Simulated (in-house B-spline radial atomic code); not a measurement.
Configurations of Rh+, with energies counted from [Kr] 4d8. Level of theory: scalar-relativistic (X2C) wB97X, spin-polarised, spherical fractional occupations, exact exchange averaged over the configuration, Fermi nucleus of rms radius 4.4945 fm; calculated with a B-spline radial code for spherical atoms. Shells without spins written out take the highest spin.

Occupations are held fixed; configurations that lie above the ionisation limit could autoionise.

```csv
configuration,E - E(ref) (eV),highest orbital,its <r> (bohr)
[Kr] 4d7 5p1,7.7789,5p up,3.578
[Kr] 4d7 4f1,14.732,4f up,8.869
[Ar] 3d10 4s2 4p5 4d8 5p1,53.961,5p up,3.544
[Ar] 3d10 4s2 4p5 4d8 4f1,61.021,4f up,8.853
```

Q: Order these further configurations by energy, lowest first.
A. [Kr] 4d7 5f1
B. [Ar] 3d10 4s2 4p5 4d9
C. [Ar] 3d10 4s2 4p5 4d8 5s1
D. [Ar] 3d10 4s2 4p5 4d8 5f1

A: A (15.992 eV), B (45.635 eV), C (48.791 eV), D (62.278 eV).
